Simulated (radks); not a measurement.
Results of a calculation; reference values are marked as such.
Problem. All-electron atom: La7+ in [Kr] 4d10 5s2 5p2 (the NIST ground configuration). Level of theory: scalar-relativistic Kohn-Sham, LDA (Slater exchange, Perdew-Wang correlation), spin-polarised, spherical densities, finite nucleus; open shells are filled with parallel spins first (spin-orbit coupling, left out, can overturn this in heavy ions); Fermi nuclear charge, rms radius 4.855 fm (a radial shooting solver on a logarithmic mesh with Libxc functionals). Some entries of the table are withheld. Estimate them.

| orbital | occ. | eigenvalue (hartree) | <r^2> (bohr^2) | <1/r> (bohr^-1) |
|---|---|---|---|---|
| 1s up | 1 | -1425.785 | 0.0008551 | 61.95 |
| 1s down | 1 | -1425.778 | 0.0008551 | 61.95 |
| 2s up | 1 | -229.7479 | 0.01364 | 14.27 |
| 2s down | 1 | -229.7441 | 0.01364 | 14.27 |
| 2p up | 3 | -206.3776 | 0.01085 | 13.55 |
| 2p down | 3 | -206.3721 | 0.01085 | 13.55 |
| 3s up | 1 | -51.65372 | 0.09314 | 5.164 |
| 3s down | 1 | -51.64784 | 0.09314 | 5.164 |
| 3p up | 3 | -44.18710 | 0.09309 | 4.898 |
| 3p down | 3 | -44.18069 | 0.09309 | 4.898 |
| 3d up | 5 | -33.42570 | 0.07974 | 4.647 |
| 3d down | 5 | -33.41967 | 0.07973 | 4.647 |
| 4s up | 1 | -12.93320 | 0.4810 | 2.159 |
| 4s down | 1 | -12.92085 | 0.4805 | 2.159 |
| 4p up | 3 | -10.49498 | 0.5425 | 1.993 |
| 4p down | 3 | -10.48131 | 0.5413 | 1.994 |
| 4d up | 5 | (1) | 0.6691 | (2) |
| 4d down | 5 | (3) | 0.6648 | (4) |
| 5s up | 1 | -4.31864 | 2.308 | 0.9274 |
| 5s down | 1 | -4.23932 | 2.301 | 0.9315 |
| 5p up | 2 | -3.60522 | 2.788 | 0.8367 |
| 5p down | 0 | -3.52307 | 2.798 | 0.8373 |

Solution. 
(1) 4d up eigenvalue (hartree): -6.95925
(2) 4d up <1/r> (bohr^-1): 1.740
(3) 4d down eigenvalue (hartree): -6.94096
(4) 4d down <1/r> (bohr^-1): 1.744
